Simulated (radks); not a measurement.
Results of a calculation; reference values are marked as such.
Problem. All-electron atom: Nb IV in [Kr] 4d1 5s1 (not the ground configuration). Level of theory: scalar-relativistic Kohn-Sham, PBE, spin-unpolarised, spherical densities, point nucleus (a radial shooting solver on a logarithmic mesh with Libxc functionals). Some entries of the table are withheld. Estimate them.

orbital,occ.,eigenvalue (hartree),<1/r> (bohr^-1),<r^2> (bohr^2)
1s,2,-692.5286,42.40,0.001757
2s,2,-98.02873,9.526,(1)
2p,6,-87.67250,9.272,0.02318
3s,2,-17.46380,3.253,0.2250
3p,6,-14.07870,3.092,0.2313
3d,10,-8.54826,2.856,0.2257
4s,2,(2),1.192,1.466
4p,6,-2.51959,1.064,1.804
4d,1,-1.23974,0.7916,3.205
5s,1,-1.00250,0.4765,8.389

Solution. 
(1) 2s <r^2> (bohr^2): 0.02944
(2) 4s eigenvalue (hartree): -3.42274
